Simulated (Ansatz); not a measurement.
A short molecular-dynamics run on C4H13GaN2O, SMILES `C[N](C)[Ga]([OH])[N](C)C`.

```yaml
crystal:
  periodic: [false, false, false]
  atoms:
    - {symbol: C, position_ang: [-1.444212, -0.579704, 1.704528]}
    - {symbol: N, position_ang: [-1.395752, 0.401922, 0.654637]}
    - {symbol: C, position_ang: [-2.617892, 1.149404, 0.526087]}
    - {symbol: Ga, position_ang: [0.038817, 0.696325, -0.426624]}
    - {symbol: O, position_ang: [0.141379, 2.215311, -1.373483]}
    - {symbol: N, position_ang: [1.444044, -0.419385, -0.677486]}
    - {symbol: C, position_ang: [2.633820, 0.030306, -1.354970]}
    - {symbol: C, position_ang: [1.498466, -1.799592, -0.281745]}
    - {symbol: H, position_ang: [-0.479536, -1.074512, 1.828833]}
    - {symbol: H, position_ang: [-1.698749, -0.117736, 2.670414]}
    - {symbol: H, position_ang: [-2.199213, -1.357465, 1.510960]}
    - {symbol: H, position_ang: [-2.857532, 1.703467, 1.446539]}
    - {symbol: H, position_ang: [-3.475752, 0.494184, 0.311094]}
    - {symbol: H, position_ang: [-2.553074, 1.872846, -0.290280]}
    - {symbol: H, position_ang: [-0.468555, 2.896849, -1.088169]}
    - {symbol: H, position_ang: [2.832459, -0.568226, -2.256551]}
    - {symbol: H, position_ang: [3.522043, -0.049862, -0.710076]}
    - {symbol: H, position_ang: [2.532425, 1.072415, -1.662368]}
    - {symbol: H, position_ang: [1.703496, -2.453122, -1.143141]}
    - {symbol: H, position_ang: [2.291207, -1.986919, 0.459073]}
    - {symbol: H, position_ang: [0.552112, -2.126498, 0.152739]}
basis:
  gaussian: {orbitals: "6-31G*"}
hamiltonian: {xc: {name: revPBE}}
md: {timestep: 1 fs, n_steps: 20, ensemble: nve, temperature: 500, initial_velocities: maxwell_boltzmann, seed: 298}
```

```sh
$ ansatz run in.yaml --threads 4 --pin off --events-out ev --progress --plain --max-ram 41984MiB --backend cpu
```

```csv
step,time (fs),potential energy (eV),kinetic (eV),T (K),conserved (eV)
0,0.0,-61751.4216,1.2280,500,-61750.1936
1,1.0,-61751.3359,1.1465,467,-61750.1894
2,2.0,-61751.1382,0.9585,390,-61750.1797
3,3.0,-61750.9682,0.7910,322,-61750.1772
4,4.0,-61750.8683,0.6877,280,-61750.1806
5,5.0,-61750.7921,0.6101,248,-61750.1820
6,6.0,-61750.7131,0.5327,217,-61750.1804
7,7.0,-61750.6524,0.4750,193,-61750.1774
8,8.0,-61750.6574,0.4821,196,-61750.1753
9,9.0,-61750.7597,0.5826,237,-61750.1771
10,10.0,-61750.9311,0.7481,305,-61750.1830
11,11.0,-61751.0819,0.8930,364,-61750.1888
12,12.0,-61751.1281,0.9401,383,-61750.1880
13,13.0,-61751.0835,0.9017,367,-61750.1817
14,14.0,-61751.0359,0.8562,349,-61750.1797
15,15.0,-61751.0179,0.8353,340,-61750.1826
16,16.0,-61750.9939,0.8113,330,-61750.1826
17,17.0,-61750.9589,0.7776,317,-61750.1813
18,18.0,-61750.9268,0.7448,303,-61750.1821
19,19.0,-61750.8901,0.7086,289,-61750.1815
20,20.0,-61750.8608,0.6822,278,-61750.1787
```

Velocities are drawn at the set temperature; a run this short doesn't reach equilibrium.

Frames (Å, forces in eV/Å):

```xyz
21
time=0.0 fs
C    -1.444   -0.580    1.705    0.025   -0.177    0.185
N    -1.396    0.402    0.655    0.004   -0.021    0.030
C    -2.618    1.149    0.526   -0.201    0.143   -0.057
Ga    0.039    0.696   -0.427   -0.077    0.008    0.072
O     0.141    2.215   -1.373    0.687    0.052   -0.804
N     1.444   -0.419   -0.677   -0.005   -0.011    0.018
C     2.634    0.030   -1.355    0.202    0.137   -0.130
C     1.498   -1.800   -0.282   -0.037   -0.248    0.082
H    -0.480   -1.075    1.829    0.321   -0.160    0.059
H    -1.699   -0.118    2.670   -0.095    0.148    0.377
H    -2.199   -1.357    1.511   -0.281   -0.303   -0.044
H    -2.858    1.703    1.447   -0.116    0.218    0.334
H    -3.476    0.494    0.311   -0.342   -0.225   -0.083
H    -2.553    1.873   -0.290    0.035    0.258   -0.292
H    -0.469    2.897   -1.088   -0.599    0.548    0.366
H     2.832   -0.568   -2.257    0.093   -0.210   -0.341
H     3.522   -0.050   -0.710    0.347   -0.021    0.224
H     2.532    1.072   -1.662   -0.021    0.351   -0.099
H     1.703   -2.453   -1.143    0.078   -0.267   -0.308
H     2.291   -1.987    0.459    0.295   -0.096    0.275
H     0.552   -2.126    0.153   -0.312   -0.123    0.135
21
time=2.0 fs
C    -1.433   -0.584    1.710   -0.819   -0.012    0.205
N    -1.379    0.428    0.656   -0.869   -0.990    0.350
C    -2.644    1.142    0.514    0.313   -1.036   -0.303
Ga    0.040    0.689   -0.425    0.182    0.223   -0.265
O     0.146    2.216   -1.369   -0.340    1.263   -0.278
N     1.450   -0.425   -0.692   -0.619    0.889    0.304
C     2.618    0.038   -1.351    2.253   -0.191   -0.373
C     1.492   -1.790   -0.283   -0.290    0.310    1.768
H    -0.478   -1.122    1.848   -0.035    0.332    0.117
H    -1.754   -0.063    2.644    0.381   -0.317    0.183
H    -2.227   -1.375    1.554    0.339    0.340   -0.229
H    -2.817    1.664    1.426   -0.712    0.736    1.299
H    -3.535    0.519    0.256    0.290   -0.197    0.229
H    -2.577    1.871   -0.261    0.204    0.944   -1.019
H    -0.452    2.944   -1.050    0.462   -0.772   -0.139
H     2.805   -0.559   -2.276    0.235   -0.110    0.138
H     3.572   -0.030   -0.696   -0.920   -0.141   -0.587
H     2.609    1.074   -1.709   -0.554    0.311    0.219
H     1.666   -2.409   -1.114    0.367   -1.467   -1.633
H     2.308   -1.976    0.452   -0.020   -0.081    0.068
H     0.533   -2.094    0.177    0.153   -0.034   -0.054
21
time=4.0 fs
C    -1.424   -0.589    1.717   -1.344    0.367    0.353
N    -1.365    0.452    0.658   -1.638   -1.669    0.598
C    -2.669    1.132    0.501    0.650    0.002   -0.080
Ga    0.042    0.682   -0.423    0.405    0.496   -0.623
O     0.151    2.219   -1.365   -0.452    1.353   -0.096
N     1.454   -0.428   -0.706   -1.072    1.394    0.579
C     2.610    0.046   -1.349    3.196    0.016   -1.181
C     1.484   -1.779   -0.279    0.082   -0.605    1.021
H    -0.477   -1.158    1.872   -0.269    0.696    0.113
H    -1.794   -0.020    2.626    0.757   -0.711    0.018
H    -2.242   -1.380    1.587    0.627    0.595   -0.417
H    -2.803    1.651    1.451   -0.860    0.272    0.462
H    -3.584    0.536    0.209    0.736   -0.189    0.450
H    -2.593    1.901   -0.267    0.188    0.367   -0.374
H    -0.420    2.965   -1.015    0.578   -1.007   -0.250
H     2.786   -0.555   -2.292    0.317   -0.008    0.464
H     3.590   -0.015   -0.702   -1.230   -0.262   -0.683
H     2.664    1.087   -1.747   -0.933   -0.136    0.575
H     1.641   -2.417   -1.141    0.160   -0.872   -0.586
H     2.323   -1.969    0.448   -0.309   -0.074   -0.162
H     0.518   -2.063    0.200    0.412   -0.025   -0.180
21
time=6.0 fs
C    -1.419   -0.592    1.725   -1.386    0.986    0.221
N    -1.356    0.471    0.662   -2.200   -1.973    0.760
C    -2.692    1.122    0.488    1.224    1.717    0.473
Ga    0.044    0.675   -0.421    0.511    0.789   -0.924
O     0.154    2.226   -1.361    0.369    0.050   -0.495
N     1.455   -0.428   -0.719   -1.216    1.410    0.753
C     2.612    0.053   -1.351    2.744    0.127   -1.837
C     1.477   -1.771   -0.272    0.586   -1.570   -0.706
H    -0.485   -1.168    1.899   -0.098    0.712    0.082
H    -1.807   -0.003    2.608    0.810   -0.726    0.214
H    -2.234   -1.363    1.605    0.371    0.306   -0.582
H    -2.821    1.647    1.492   -0.784   -0.381   -0.855
H    -3.606    0.545    0.178    0.712   -0.362    0.430
H    -2.602    1.945   -0.286    0.061   -0.592    0.556
H    -0.369    2.951   -0.989   -0.271    0.137    0.264
H     2.779   -0.551   -2.290    0.360   -0.031    0.366
H     3.562   -0.010   -0.733   -0.535   -0.336   -0.128
H     2.684    1.095   -1.764   -1.078   -0.275    0.672
H     1.622   -2.456   -1.189   -0.098    0.258    1.017
H     2.328   -1.964    0.438   -0.313   -0.109   -0.174
H     0.519   -2.033    0.216    0.233   -0.136   -0.107
21
time=8.0 fs
C    -1.418   -0.592    1.733   -0.947    1.629   -0.228
N    -1.352    0.485    0.668   -2.419   -1.945    0.846
C    -2.710    1.117    0.476    1.827    2.321    0.940
Ga    0.046    0.669   -0.420    0.417    1.052   -1.046
O     0.158    2.232   -1.359    0.818   -0.833   -0.797
N     1.452   -0.424   -0.729   -0.952    1.061    0.748
C     2.622    0.061   -1.358    0.933   -0.104   -2.132
C     1.471   -1.767   -0.267    0.738   -1.598   -1.654
H    -0.496   -1.151    1.930    0.326    0.437    0.020
H    -1.789   -0.013    2.600    0.502   -0.362    0.699
H    -2.214   -1.336    1.601   -0.249   -0.332   -0.663
H    -2.869    1.630    1.503   -0.614   -0.541   -1.260
H    -3.601    0.540    0.164    0.341   -0.634    0.196
H    -2.609    1.968   -0.286   -0.031   -0.898    0.765
H    -0.327    2.941   -0.952   -0.755    0.901    0.665
H     2.786   -0.548   -2.275    0.371   -0.154   -0.081
H     3.517   -0.018   -0.767    0.953   -0.345    0.902
H     2.664    1.094   -1.756   -0.917    0.067    0.451
H     1.600   -2.488   -1.201   -0.157    0.704    1.496
H     2.321   -1.964    0.423   -0.036   -0.152    0.050
H     0.527   -2.009    0.228   -0.149   -0.270    0.085
21
time=10.0 fs
C    -1.421   -0.587    1.741   -0.517    1.744   -0.624
N    -1.355    0.493    0.677   -2.264   -1.653    0.902
C    -2.724    1.119    0.467    1.949    1.297    1.084
Ga    0.048    0.663   -0.420    0.101    1.289   -0.945
O     0.164    2.237   -1.358   -0.013    0.247   -0.043
N     1.447   -0.416   -0.737   -0.325    0.461    0.553
C     2.635    0.069   -1.372   -0.182   -0.594   -1.392
C     1.468   -1.769   -0.267    0.390   -1.031   -1.401
H    -0.496   -1.117    1.962    0.524    0.159   -0.151
H    -1.752   -0.037    2.618    0.041    0.009    0.993
H    -2.202   -1.321    1.572   -0.483   -0.623   -0.519
H    -2.941    1.594    1.468   -0.434   -0.202   -0.596
H    -3.583    0.512    0.157    0.128   -0.701   -0.069
H    -2.617    1.959   -0.259   -0.022   -0.346    0.155
H    -0.310    2.960   -0.894    0.052   -0.250   -0.037
H     2.807   -0.552   -2.263    0.329   -0.193   -0.497
H     3.505   -0.038   -0.769    1.303   -0.147    1.113
H     2.609    1.096   -1.731   -0.506    0.489    0.126
H     1.572   -2.494   -1.158   -0.079    0.447    0.889
H     2.313   -1.969    0.409    0.246   -0.123    0.297
H     0.531   -1.995    0.243   -0.236   -0.279    0.161
21
time=12.0 fs
C    -1.425   -0.577    1.747   -0.503    1.225   -0.407
N    -1.364    0.497    0.687   -1.854   -1.151    0.938
C    -2.731    1.125    0.462    1.541   -0.982    0.783
Ga    0.050    0.658   -0.420   -0.368    1.538   -0.713
O     0.170    2.243   -1.357   -0.555    0.931    0.617
N     1.442   -0.408   -0.744    0.486   -0.347    0.241
C     2.648    0.075   -1.390    0.251   -0.877    0.112
C     1.466   -1.773   -0.271   -0.142    0.156    0.380
H    -0.476   -1.077    1.987    0.213    0.083   -0.448
H    -1.714   -0.061    2.672   -0.252   -0.050    0.473
H    -2.206   -1.328    1.524    0.055   -0.182   -0.055
H    -3.029    1.551    1.413   -0.380    0.384    0.718
H    -3.559    0.458    0.148    0.348   -0.322   -0.208
H    -2.626    1.937   -0.227    0.067    0.704   -0.879
H    -0.293    2.971   -0.836    0.558   -1.001   -0.634
H     2.840   -0.562   -2.270    0.195    0.061   -0.460
H     3.538   -0.064   -0.731   -0.064    0.301    0.013
H     2.536    1.114   -1.701    0.050    0.271   -0.028
H     1.541   -2.486   -1.084    0.089   -0.616   -0.748
H     2.313   -1.978    0.405    0.195    0.021    0.270
H     0.527   -1.991    0.264    0.070   -0.147    0.036
21
time=14.0 fs
C    -1.431   -0.563    1.751   -0.442    0.597    0.200
N    -1.378    0.498    0.701   -1.298   -0.501    0.884
C    -2.733    1.128    0.459    0.924   -1.936    0.445
Ga    0.052    0.653   -0.421   -0.868    1.770   -0.458
O     0.175    2.250   -1.356   -0.258    0.218    0.402
N     1.437   -0.400   -0.750    1.224   -1.230   -0.059
C     2.662    0.078   -1.409    0.324   -0.608    0.952
C     1.463   -1.777   -0.274   -0.279    0.936    1.773
H    -0.449   -1.034    1.995   -0.257    0.084   -0.691
H    -1.684   -0.088    2.743   -0.391   -0.269   -0.475
H    -2.208   -1.341    1.474    0.598    0.318    0.464
H    -3.132    1.521    1.382   -0.123    0.488    0.971
H    -3.521    0.392    0.130    0.568    0.231   -0.257
H    -2.632    1.941   -0.227    0.042    0.727   -0.963
H    -0.256    2.948   -0.800    0.207   -0.364   -0.316
H     2.880   -0.569   -2.292   -0.024    0.454   -0.083
H     3.570   -0.078   -0.693   -1.004    0.603   -0.859
H     2.464    1.142   -1.671    0.650   -0.436   -0.085
H     1.514   -2.500   -1.038    0.178   -1.259   -1.738
H     2.321   -1.987    0.412   -0.088    0.180   -0.008
H     0.525   -1.992    0.286    0.318   -0.003   -0.099
21
time=16.0 fs
C    -1.438   -0.546    1.756   -0.134    0.116    0.557
N    -1.396    0.497    0.717   -0.600    0.235    0.670
C    -2.732    1.126    0.458    0.096   -0.937    0.280
Ga    0.054    0.650   -0.422   -1.284    1.911   -0.223
O     0.179    2.258   -1.353    0.372   -1.091   -0.404
N     1.436   -0.396   -0.757    1.629   -1.924   -0.236
C     2.676    0.079   -1.424   -0.233   -0.231    1.162
C     1.460   -1.779   -0.272    0.005   -0.110    0.722
H    -0.431   -0.987    1.977   -0.427   -0.004   -0.694
H    -1.670   -0.125    2.797   -0.484   -0.235   -1.000
H    -2.189   -1.344    1.441    0.606    0.349    0.724
H    -3.237    1.508    1.384    0.634    0.063   -0.097
H    -3.463    0.334    0.104    0.417    0.579   -0.265
H    -2.637    1.968   -0.260   -0.080   -0.405    0.047
H    -0.212    2.912   -0.775   -0.482    0.888    0.601
H     2.920   -0.559   -2.319   -0.229    0.619    0.175
H     3.567   -0.070   -0.685   -0.965    0.614   -0.956
H     2.417    1.154   -1.645    1.046   -0.749   -0.227
H     1.493   -2.557   -1.051    0.139    0.032   -0.494
H     2.325   -1.989    0.418   -0.236    0.223   -0.245
H     0.535   -1.994    0.305    0.212    0.056   -0.097
21
time=18.0 fs
C    -1.446   -0.530    1.763    0.290   -0.153    0.446
N    -1.415    0.497    0.734    0.200    0.969    0.314
C    -2.731    1.120    0.457   -0.493   -0.080    0.069
Ga    0.055    0.648   -0.423   -1.537    1.915   -0.015
O     0.184    2.264   -1.351    0.119   -0.829   -0.035
N     1.440   -0.398   -0.764    1.610   -2.225   -0.286
C     2.690    0.079   -1.435   -1.288   -0.088    0.832
C     1.457   -1.781   -0.267    0.295   -0.978   -0.656
H    -0.429   -0.941    1.934   -0.184   -0.186   -0.426
H    -1.674   -0.170    2.814   -0.529    0.074   -0.782
H    -2.148   -1.334    1.435    0.104   -0.129    0.610
H    -3.320    1.498    1.384    1.191   -0.241   -0.813
H    -3.390    0.297    0.067   -0.086    0.584   -0.273
H    -2.645    1.982   -0.292   -0.086   -1.066    0.748
H    -0.184    2.906   -0.730   -0.268    0.601    0.296
H     2.951   -0.527   -2.339   -0.312    0.421    0.101
H     3.528   -0.039   -0.712    0.048    0.360   -0.184
H     2.408    1.140   -1.628    1.018   -0.306   -0.432
H     1.477   -2.613   -1.084    0.121    1.199    0.718
H     2.321   -1.983    0.415   -0.081    0.122   -0.245
H     0.552   -1.994    0.320   -0.132    0.034    0.012
21
time=20.0 fs
C    -1.453   -0.514    1.771    0.692   -0.421   -0.106
N    -1.434    0.500    0.753    0.960    1.536   -0.076
C    -2.731    1.114    0.457   -0.633   -0.128   -0.214
Ga    0.055    0.647   -0.423   -1.573    1.781    0.136
O     0.189    2.267   -1.349   -0.491    0.221    1.064
N     1.448   -0.405   -0.771    1.263   -1.997   -0.294
C     2.700    0.079   -1.444   -2.381   -0.281    0.249
C     1.454   -1.786   -0.265    0.330   -0.969   -1.204
H    -0.433   -0.902    1.874    0.187   -0.336    0.016
H    -1.698   -0.212    2.803   -0.503    0.494    0.041
H    -2.103   -1.330    1.452   -0.493   -0.719    0.258
H    -3.358    1.480    1.355    1.133   -0.248   -0.664
H    -3.320    0.282    0.019   -0.659    0.341   -0.272
H    -2.656    1.957   -0.298    0.049   -0.735    0.642
H    -0.166    2.920   -0.675    0.315   -0.459   -0.780
H     2.971   -0.479   -2.356   -0.240   -0.014   -0.174
H     3.493    0.005   -0.745    1.436   -0.002    0.975
H     2.438    1.115   -1.627    0.573    0.625   -0.592
H     1.466   -2.626   -1.092    0.117    1.336    0.965
H     2.314   -1.973    0.404    0.250   -0.048   -0.031
H     0.565   -1.993    0.336   -0.333    0.025    0.059
```

Run time 85 s (4 threads of an AMD EPYC 7R13 on a shared host); peak host memory 0.97 GiB.
